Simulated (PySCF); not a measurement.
**Electronic structure of Mo(2+) (molybdenum, charge +2) at the PBE level**

Configuration: [Kr] 4d4, high-spin 5D determinant. Calculation: PySCF 2.14, in x2c-TZVPPall with one added diffuse shell each of s, p, d, f type (9s7p7d3f1g, 95 functions); scalar relativity by spin-free X2C-1e.

```
Total energy                                                  : -4047.09 hartree
One-electron energy                                           : -5555.57 hartree
Hartree (Coulomb) energy                                      : 1632.37 hartree
Exchange-correlation energy                                   : -123.89 hartree
⟨S²⟩                                                          : 6.0007
⟨L²⟩                                                          : 6.006
Sum of ⟨r⟩                                                    : 25.21 bohr
Sum of ⟨r²⟩                                                   : 31.10 bohr²
Traceless quadrupole moment −½Σ⟨3z² − r²⟩ along its main axis : -0.877 e·bohr²
Langevin diamagnetic susceptibility                           : -24.6 ×10⁻⁶ cm³/mol
```

```csv
shell,electrons,mean orbital energy (eV),spread (eV),"rms radius, mean of both spins (bohr)"
1s β,1,-19812.6,0,0.0404
1s α,1,-19812.5,0,0.0404
2s α,1,-2815.3,0,0.167
2s β,1,-2814.8,0,0.167
2p α,3,-2519.6,0.152,0.148
2p β,3,-2519.3,0.235,0.148
3s α,1,-494.46,0,0.459
3s β,1,-494.22,0,0.459
3p α,3,-397.53,0.392,0.464
3p β,3,-397.26,0.475,0.464
3d α,5,-239.51,0.362,0.455
3d β,5,-239.09,0.567,0.455
4s α,1,-83.553,0,1.18
4s β,1,-81.066,0,1.18
4p α,3,-57.732,0.502,1.31
4p β,3,-54.979,1.180,1.31
4d α,4,-21.959,0.754,1.87
```

Densities and radii are taken from the X2C orbitals without a picture-change correction, which distorts them close to the nucleus.
